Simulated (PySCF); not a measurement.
# Ionisation energy of C²⁺ by level of theory

C²⁺ [He] 2s2 (1S) → C³⁺ [He] 2s1 (2S), as a difference of total energies. All numbers are calculated (PySCF 2.14, no relativity, point nucleus, in aug-cc-pVDZ (4s3p2d, 23 functions)). Correlated levels: valence: 1s2 frozen. The calculations carry no spin-orbit coupling.

| method | ionisation energy (eV) | error (eV) |
| --- | --- | --- |
| UHF | 45.825 | -2.063 |
| MP2 (valence) | 46.903 | -0.985 |
| SCS-MP2 (valence) | 47.118 | -0.770 |
| CCSD (valence) | 47.785 | -0.103 |

Reference: 47.888 eV (measured; NIST Atomic Spectra Database, ionization energies).

Errors of the correlated levels include the incompleteness of this basis and the frozen core.

With two correlated electrons CCSD is exact in that space.

The coupled-cluster amplitudes are large for C²⁺ (T1 above 0.03 or a double amplitude above 0.15), so a single reference is strained.
